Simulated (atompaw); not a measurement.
Plane-wave convergence, PAW (atompaw) potential for Pt (Z = 78)

atompaw 4.2.0.5 input, output lines left out:

```
Pt 78
GGA-PBE scalarrelativistic loggrid 2001 logderivrange -9 5 351
6 6 5 4 0 0
6 0 1
6 1 0
5 2 9
0 0 0
c
c
c
c
v
v
c
c
c
v
v
c
c
v
c
2
2.25 1.65 1.85 2.15
n
n
y
0.15
n
custom rrkj vanderbiltortho besselshape
bessel
1.30
1.85
2.00
2.25
2.25
2.25
```

The pseudo-atom Hamiltonian at the reference potential is diagonalised in spherical Bessel functions j_l(qr) that vanish at 20 bohr, with q² up to the cutoff. All-electron valence levels (Ry): 5s -7.4836, 6s -0.4160, 5p -4.1173, 6p -0.0617, 5d -0.4514.

**Question.** How do the lowest levels (Ry) of each channel move with the cutoff, and are there ghosts?

**Answer.**

| cutoff (Ry) | s #1 | s #2 | s #3 | p #1 | p #2 | d #1 | f #1 | f #2 | Σ f·Δε (mRy) |
| --- | --- | --- | --- | --- | --- | --- | --- | --- | --- |
| 8 | -7.0423 | -0.2599 | 0.0221 | -2.8931 | -0.0576 | -0.2115 | 0.1138 | 0.2407 | 10542.7 |
| 15 | -7.3383 | -0.3294 | 0.0158 | -4.0934 | -0.0616 | -0.4325 | 0.1138 | 0.2407 | 690.9 |
| 25 | -7.4648 | -0.4061 | 0.0098 | -4.1165 | -0.0617 | -0.4509 | 0.1138 | 0.2407 | 56.6 |
| 35 | -7.4826 | -0.4154 | 0.0092 | -4.1172 | -0.0617 | -0.4513 | 0.1138 | 0.2407 | 3.7 |
| 50 | -7.4832 | -0.4159 | 0.0091 | -4.1173 | -0.0617 | -0.4514 | 0.1138 | 0.2407 | 1.2 |
| 70 | -7.4834 | -0.4159 | 0.0091 | -4.1173 | -0.0617 | -0.4514 | 0.1138 | 0.2407 | 0.3 |
| 400 | -7.4835 | -0.4160 | 0.0091 | -4.1173 | -0.0617 | -0.4514 | 0.1138 | 0.2407 | 0.0 |

Result: no extra level below or beside the all-electron valence levels (s, p, d, f tested); 10 mRy is reached at 35 Ry and 1 mRy at 55 Ry.
